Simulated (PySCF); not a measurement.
# One molecule, several mistakes: BC2H8N

Calculated results; nothing here was measured. The program is PySCF 2.14.0, an open-source quantum chemistry code, run on an isolated molecule that a program drew, which may never have been made. The molecule is BC2H8N (charge 0, singlet), drawn as the SMILES string `CB(C)N`.

Each row is a Hartree-Fock (HF) and frozen-core CCSD(T) single point in the cc-pVDZ basis, meant for a local HF minimum. Run 1 is clean. Each other run has one planted mistake out of seven kinds, and not every kind appears here: one electron removed, one electron added, multiplicity raised by two, geometry at a saddle point, minimal basis STO-3G, one bond length entered in bohr, all coordinates scaled. The reference is restricted for singlets and unrestricted otherwise, and also for a bond in bohr. Adding or removing an electron swaps singlet and doublet. Electrons count all cores. HOMO and LUMO are orbital energies over both spins, the gradient is its largest component, and the lowest frequency (negative if imaginary) is given only where the gradient is small. Bond lengths are over the 11 bonds as drawn. T1 is the CCSD diagnostic: over 0.02 (restricted) or 0.045 (unrestricted) a single reference is doubtful.

Geometry of the clean run:
```xyz
12
BC2H8N, angstrom
C    -0.9887   -1.0198    1.0237
B    -0.6649    0.5289    1.2083
C    -0.8493    1.2218    2.6307
N    -0.2162    1.2832    0.1172
H    -0.3859   -1.6241    1.7110
H    -0.8124   -1.3922    0.0100
H    -2.0353   -1.2246    1.2767
H    -0.6225    2.2922    2.6356
H    -1.8764    1.0960    2.9913
H    -0.2045    0.7414    3.3756
H    -0.0803    0.8987   -0.7943
H    -0.0003    2.2562    0.1773
```

| run | electrons | basis functions | <S^2> | HOMO (eV) | LUMO (eV) | gradient (hartree/bohr) | lowest frequency (cm^-1) | mean bond (Å) | longest bond (Å) | T1 | HF (hartree) | CCSD(T) (hartree) | mistake |
|---|---|---|---|---|---|---|---|---|---|---|---|---|---|
| 1 | 32 | 96 | 0.000 | -11.35 | 4.85 | 2.0e-05 | 59 | 1.1959 | 1.593 | 0.0109 | -159.60474 | -160.22347 | no fault |
| 2 | 32 | 28 | 0.000 | -9.79 | 9.31 | 3.6e-02 | - | 1.1959 | 1.593 | 0.0143 | -157.65186 | -157.90295 | minimal basis STO-3G |
| 3 | 31 | 96 | 0.774 | -17.25 | -8.48 | 1.1e-01 | - | 1.1959 | 1.593 | 0.0153 | -159.23441 | -159.83528 | one electron removed |
| 4 | 32 | 96 | 2.013 | -3.36 | -1.57 | 1.1e-01 | - | 1.1959 | 1.593 | 0.0475 | -159.31373 | -159.93295 | multiplicity raised by two |
| 5 | 32 | 96 | 0.000 | -10.97 | 4.32 | 6.9e-02 | - | 1.3084 | 1.743 | 0.0138 | -159.52486 | -160.16551 | all coordinates scaled |
| 6 | 33 | 96 | 0.762 | 3.45 | 9.67 | 7.5e-02 | - | 1.1959 | 1.593 | 0.0116 | -159.44126 | -160.07987 | ? |

**Which mistake was planted in run 6, and what did it cost?**

It counts 33 electrons, one more than the clean run, at the same geometry and basis. So the mistake is: one electron added. Subtracting run 1 and multiplying by 627.51 kcal/mol a hartree, the energy moved by 102.6 kcal/mol in HF and 90.1 kcal/mol in CCSD(T).

Cautions from the logs. Run 4: T1 is over the limit, so its CCSD(T) energy is less reliable; run 6: the HOMO is above zero, so the electron isn't bound and the energy depends on the basis.
